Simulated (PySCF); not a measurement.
Excitation energy of Ne(2+) by level of theory

Ne(2+) [He] 2s2 2p4 (3P) → Ne(2+) [He] 2s1 2p4 3d1 (high-spin determinant), as a difference of total energies. Computed with PySCF 2.14 in aug-cc-pwCVDZ, with no relativity, point nucleus. Correlated levels: valence and next inner shell: nothing frozen. The calculations carry no spin-orbit coupling.

| method | excitation energy (eV) |
| --- | --- |
| UHF | 83.041 |
| MP2 (valence and next inner shell) | 83.881 |
| SCS-MP2 (valence and next inner shell) | 83.976 |
| CCSD (valence and next inner shell) | 83.607 |
| CCSD(T) (valence and next inner shell) | 83.474 |

How much does correlation contribute at CCSD(T) (valence and next inner shell)?

83.474 − (83.041) = 0.433 eV, measured against UHF.

The upper state lies above the first ionisation limit, where it may autoionise and the basis confines it. A Rydberg-like electron needs more diffuse functions than a valence basis has.

The promoted electron is Rydberg-like, and one or two diffuse shells describe it only roughly, which tends to raise the upper state.

The coupled-cluster amplitudes are large for the upper state (T1 above 0.03 or a double amplitude above 0.15), so a single reference is strained.

The determinant of the upper state mixes LS terms, which raises its energy above the lowest term, most at the Hartree-Fock and MP2 levels.
